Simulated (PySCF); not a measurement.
**Core-level binding energies of `Br[SiH](Br)Br`**

Br3HSi.
Numbering: `[Br:1][SiH:2]([Br:3])[Br:4]`

The calculation used PySCF 2.14.0, delta-SCF UKS SCAN, pcX-2 on the ionised atom, pcseg-1 elsewhere, spin-free X2C. Binding energies are ΔSCF values: E(core-ionised, relaxed orbitals) − E(ground state) at a fixed geometry, referred to the vacuum level.

Problem. Give the core binding energies atom by atom.

Solution. 
```tsv
atom(s)	environment	level	binding energy (eV)	2p1/2 (eV)	count
Si2	SiH silicon	Si 1s	1849.34	–	1
Si2	SiH silicon	Si 2p3/2	109.27	109.90	1
```

Problem. Which photon energy gives electrons from Si 1s of Si2 a kinetic energy of 20 eV, and what is their de Broglie wavelength?

Solution. hν = 1849.34 + 20 = 1869.34 eV, recoil neglected; λ = 12.264 Å/√(E/eV) = 2.74 Å.

Problem. Express the binding energy of Si 1s of Si2 in atomic units and per mole.

Solution. 1849.34 eV = 67.9620 Eh = 178434 kJ/mol.

2p3/2 and 2p1/2 are the ΔSCF energy of one spin-free 2p hole plus the eigenvalues of a spin–orbit and ligand-field matrix of the shell. 2p1/2 minus 2p3/2 (ligand field included): Si 0.63 eV. No level of bromine is listed. Isolated species at its PBE0-D3(BJ)/def2-SVP geometry, gas phase.
